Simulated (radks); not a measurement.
Question: Ni III, 26 electrons, occupied as [Ar] 3d8 (the NIST ground configuration). Calculated with a radial shooting solver on a logarithmic mesh with Libxc functionals: non-relativistic Kohn-Sham, PBE, spin-polarised, spherical densities, point nucleus; open shells are filled with parallel spins first. Some entries of the table are withheld. Estimate them.

orbital,occ.,eigenvalue (eV),<r^2> (bohr^2)
1s down,1,-8141.748,0.004030
1s up,1,-8141.744,0.004030
2s up,1,-982.4568,0.07272
2s down,1,-981.3068,0.07261
2p up,3,-860.0343,0.05758
2p down,3,-859.1847,0.05747
3s up,1,-128.5941,0.6492
3s down,1,-126.3272,0.6520
3p up,3,(1),0.7214
3p down,3,(2),0.7267
3d up,5,-29.4817,1.188
3d down,3,-27.4186,1.253
4s up,0,(3),6.332
4s down,0,(4),6.520
4p up,0,-15.1237,(5)
4p down,0,-14.6845,(6)

Answer: 
(1) 3p up eigenvalue (eV): -91.2539
(2) 3p down eigenvalue (eV): -89.0213
(3) 4s up eigenvalue (eV): -21.5840
(4) 4s down eigenvalue (eV): -20.9727
(5) 4p up <r^2> (bohr^2): 9.056
(6) 4p down <r^2> (bohr^2): 9.386
